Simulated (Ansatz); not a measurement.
`C[SiH2][GeH2][CH3]` + `N[SiH](O)O` → `C[SiH2]N[SiH](O)O` + `[CH3][GeH3]`  (cleavage of the Si–Ge bond)

Gas-phase electronic energies from Ansatz, PBE0-D4/def2-TZVP geometries. CCSD(T)/CBS is the MP2 limit (def2-TZVPP, def2-QZVPP) plus CCSD(T) − MP2 in def2-TZVPP, frozen cores. This one scheme is used for every species. DFT in def2-TZVPP. B3LYP here is the variant with VWN-RPA as its local correlation; programs differ in this. For Ge outer-core shells are correlated without core-valence functions, which leaves a few kJ/mol of doubt a bond. Scalar relativity is left out up to krypton. One conformer a species, not always the lowest.

Task: Is it downhill or uphill in electronic energy at CCSD(T)/CBS, and by how much? (Best estimate.)

Result: Ansatz gave: Downhill: ΔE = -45.0 kJ/mol.

Task: What do these levels give: B3LYP-D4, B2PLYP, PBE, CCSD(T)/def2-TZVPP, MP2/def2-QZVPP, MP2/CBS(def2)? (Estimate.)

Result: Ansatz gave: B3LYP-D4 -44.5, B2PLYP -46.9, PBE -29.1, CCSD(T)/def2-TZVPP -45.7, MP2/def2-QZVPP -48.8, MP2/CBS(def2) -47.8 kJ/mol.

Largest T1 diagnostic among the species: 0.011.

In def2-TZVPP, CCSD(T) changes the Hartree–Fock value by +16.4 kJ/mol (the triples alone add +1.8 kJ/mol) and MP2 by +13.6 kJ/mol. From PBE to PBE0 (25 % exact exchange), in def2-TZVPP and without D4, ΔE moves by −6.1 kJ/mol.
